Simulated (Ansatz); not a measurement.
```yaml
crystal:
  periodic: [false, false, false]
  atoms:
    - {symbol: Au, position_ang: [0.270127, 1.543361, 0.071956]}
    - {symbol: Sn, position_ang: [0.501420, -0.823944, -1.304551]}
    - {symbol: Sn, position_ang: [-0.771548, -0.719428, 1.232595]}
basis:
  gaussian: {orbitals: def2-mTZVPP, final_grid: {core_spheres: 5, valence_spheres: 4, degree: 11}}
magnetization: {spin_polarized: true, initial_magnetization: 1}
hamiltonian: {xc: {name: B97}}
scf: {lower_state_search: full}
output: {forces: true}
```

```sh
$ ansatz run in.yaml --threads 4 --pin off --events-out ev --progress --plain --max-ram 3916MiB
```

It prints (some lines left out):

```
Functional definition: B97
1289 factors; integrals over basis functions are off by at most 1.5e-4 eV
mean field evaluation 1: about -15358.8427 eV, gradient 1.5e1 eV
mean field evaluation 2: about -15358.9005 eV, gradient 1.5e1 eV
mean field evaluation 4: about -15359.7449 eV, gradient 4.2e0 eV
mean field evaluation 8: about -15359.9024 eV, gradient 2.4e-1 eV
mean field evaluation 16: about -15359.9028 eV, gradient 6.5e-4 eV
mean field evaluation 32: about -15359.6307 eV, gradient 1.1e-3 eV
mean field evaluation 64: about -15322.6477 eV, gradient 1.6e2 eV
mean field evaluation 96: about -15331.8197 eV, gradient 1.6e2 eV
mean field evaluation 128: about -15359.8396 eV, gradient 3.6e-1 eV
mean field evaluation 160: about -15359.9028 eV, gradient 7.0e-3 eV
mean field evaluation 192: about -15359.6307 eV, gradient 6.3e-5 eV
mean field evaluation 224: about -15359.6307 eV, gradient 5.4e-4 eV
mean field evaluation 256: about -15359.6307 eV, gradient 5.1e-4 eV
mean field evaluation 288: about -15359.6307 eV, gradient 6.2e-4 eV
mean field evaluation 320: about -15359.6307 eV, gradient 9.7e-4 eV
mean field -15359.90277485 eV, -564.4660156598 hartree, gradient 8.4e-6 eV, S^2 0.751657; 15 other end points of the search recorded, 0 dependent functions left out
reference -15359.90280405 eV, -564.4660167327 hartree; 32, 31 occupied and 76, 77 virtual orbitals, 1289 factors
Total energy: -15359.90280405 eV, -564.4660167327 hartree
Atom 0 at     0.270127     1.543361     0.071956 Å, force     0.003629     0.020736     0.000967 eV/Å
Atom 1 at     0.501420    -0.823944    -1.304551 Å, force     0.028143    -0.012828    -0.060193 eV/Å
Atom 2 at    -0.771548    -0.719428     1.232595 Å, force    -0.031773    -0.007909     0.059226 eV/Å
Dipole moment:    -0.016252    -0.092857    -0.004329 e Å
```

It took 18 s on 4 threads of Arm Neoverse V2 on a shared host.

In the def2 sets Au, Sn take a core potential; there is no spin–orbit coupling.
